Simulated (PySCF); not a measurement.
**Si⁺ (silicon, charge +1): UHF calculation**

Configuration: [Ne] 3s2 3d1, 2D determinant (an excited configuration). Computed with PySCF 2.14 in aug-cc-pV(Q+d)Z with one added diffuse shell each of s, p, d, f, g type (8s7p6d4f3g, 114 functions), with no relativity, point nucleus.

```json
{
 "Total energy": "-288.247290 hartree",
 "One-electron energy": "-393.7048 hartree",
 "Hartree (Coulomb) energy": "125.3525 hartree",
 "Exchange energy": "-19.8951 hartree",
 "Kinetic energy": "288.15331 hartree",
 "⟨S²⟩": "0.7507",
 "⟨L²⟩": "6.004",
 "Sum of ⟨r⟩": "12.85 bohr",
 "Sum of ⟨r²⟩": "33.70 bohr²",
 "Traceless quadrupole moment −½Σ⟨3z² − r²⟩ along its main axis": "6.02 e·bohr²",
 "Density at the nucleus (Gaussians lack the cusp)": "1750 bohr⁻³",
 "Spin density at the nucleus": "-0.104 bohr⁻³",
 "Langevin diamagnetic susceptibility": "-26.7 ×10⁻⁶ cm³/mol"
}
```

```csv
shell,electrons,mean orbital energy (eV),spread (eV),"rms radius, mean of both spins (bohr)"
1s β,1,-1887.4,0,0.129
1s α,1,-1887.3,0,0.129
2s β,1,-181.64,0,0.613
2s α,1,-181.64,0,0.613
2p α,3,-129.82,0.036,0.599
2p β,3,-129.81,0.059,0.599
3s α,1,-25.293,0,2.17
3s β,1,-24.922,0,2.17
3d α,1,-6.892,0,4.62
```

The outer electron is Rydberg-like, and this basis confines it to a smaller radius and binds it less than a complete one would.

Spin-orbit constants ζ (cm⁻¹) from the X2C one-electron operator on these orbitals (non-relativistic here): bare nucleus, nucleus screened by l(l+1)(2l+1)/3 electrons, and screened by the Breit-Pauli mean field of the electrons.

```
shell   bare  screened nucleus  mean field
   2p   3834              3286        3038
   3d  4.648             1.328      0.7148
```

To first order the Landé constant is A = 0.7148 cm⁻¹, so the lowest level has J = 3/2 and lies 0.000133 eV below the centre of the term.
